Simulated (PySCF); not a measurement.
# Dipole moment and polarisability of `CC1=C(C)P1(C)=[Se]`

Species: C5H9PSe.
SMILES with atom numbers: `[CH3:1][C:2]1=[C:3]([CH3:4])[P:5]1([CH3:6])=[Se:7]` (hydrogens: H8, H9, H10 on C1; H11, H12, H13 on C4; H14, H15, H16 on C6)

Geometry (GFN2-xTB, Å), atoms numbered from 1 in this order:
```xyz
16
C5H9PSe angstrom
C      1.8391   -1.3319   -0.2954
C      0.6779   -0.5049    0.0710
C     -0.6580   -0.5087    0.1242
C     -1.8415   -1.3351   -0.1635
P      0.0369    0.9863    0.8820
C     -0.0310    2.4173   -0.2746
Se     0.1288    1.4152    2.9323
H      2.4578   -0.8207   -1.0325
H      2.4527   -1.5113    0.5875
H      1.5087   -2.2867   -0.7024
H     -2.4232   -1.4754    0.7470
H     -2.4819   -0.8411   -0.8942
H     -1.5394   -2.3077   -0.5500
H     -0.0698    2.0750   -1.3046
H      0.8510    3.0339   -0.1063
H     -0.9156    3.0047   -0.0319
```

Level: CAM-B3LYP/def2-SVPD (PySCF), static field, nuclei fixed, core orbitals frozen in the response. The polarisability tensor in these axes (au):

```
x   105.97   0.58   1.11
y     0.58 120.18  17.96
z     1.11  17.96 125.76
```

Question: What are the eigenvalues, a third of the trace, and Δα (Δα² = ½Σ(αi − αj)² over the three pairs)?

Answer: Principal values 104.73, 105.99 and 141.19 au; mean 117.30 au = 17.38 Å³ = 19.34 × 10⁻⁴⁰ C²·m²/J; Δα = 35.84 au (31 % of the mean).

Question: What is the dipole moment, and where does it point?

Answer: (-0.24, -1.97, -5.27) D, 5.63 D in size, pointing from the negative to the positive side. Measured along this direction, the outermost atoms are Se7 at the negative end and H10 and H13 at the positive end.

Question: Along which axes do the principal values lie, and how far do the nuclei extend along each?

Answer: Largest value along (0.03, 0.65, 0.76), where the nuclei span 5.12 Å; middle along (0.97, -0.20, 0.12), 5.11 Å; least along (0.23, 0.73, -0.64), 4.61 Å. 

Question: Rayleigh depolarisation ratio (linearly polarised light, static tensor)?

Answer: ρ = 3Δα²/(45ᾱ² + 4Δα²) = 3854.2/(619206 + 5138.9) = 0.00617.

Question: Find the Langevin capture rate constant for H3+ (3.023 u) meeting this molecule (179.961 u), k = 2.342 × 10⁻⁹ cm³/s × √(α in Å³ / reduced mass in u).

Answer: The reduced mass is 2.97 u, so k = 5.66 × 10⁻⁹ cm³/s. The formula leaves out the permanent dipole, which adds to the capture rate.

Question: What molar refraction does this α imply?

Answer: Lorentz–Lorenz: R = (4π/3)N_A α = 2.5225 cm³/(mol·Å³) × 17.38 Å³ = 43.8 cm³/mol, in the limit of long wavelengths.

Geometry: GFN2-xTB; no solvent, vibrations or thermal averaging. The calculation is non-relativistic, for selenium too.

These values come from a run that also computed excited states. Time: 60 s wall; peak memory 1.1 GiB. Hardware: Arm Neoverse V1, one thread, shared host with 32 logical CPUs at a one-minute load of 33.
